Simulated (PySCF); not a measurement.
Strontium: a sound run and one with changed settings

Sound run: Sr [Kr] 5s2, Sr⁺ [Kr] 5s1. Calculation: PySCF 2.14, in def2-SVP with the def2 core potential (28 electrons); scalar relativity through the core potential. The sound run starts from symmetry-adapted Hartree-Fock orbitals and uses a fine grid where one is needed.

Changed run: radial step 0.3 in ln r (0.13 in the sound run). This setting is unsound on purpose.

| species | method | sound run (hartree) | changed run (hartree) | converged |
| --- | --- | --- | --- | --- |
| Sr | UHF | -30.33878 | -30.33878 | yes |
| Sr | BP86 | -30.72058 | -30.72089 | yes |
| Sr | LDA | -30.56992 | -30.56994 | yes |
| Sr⁺ | UHF | -30.16456 | -30.16456 | yes |
| Sr⁺ | BP86 | -30.50683 | -30.50718 | yes |
| Sr⁺ | LDA | -30.35466 | -30.35469 | yes |

Ionisation energy of Sr:

```json
{"method": "UHF", "sound run (eV)": "4.741", "changed run (eV)": "4.741"}
{"method": "BP86", "sound run (eV)": "5.816", "changed run (eV)": "5.815"}
{"method": "LDA", "sound run (eV)": "5.858", "changed run (eV)": "5.857"}
```

A coarse radial grid mis-integrates the density and the exchange-correlation energy, with errors of either sign; Hartree-Fock needs no grid.

For comparison, NIST gives 5.695 eV between the lowest levels.
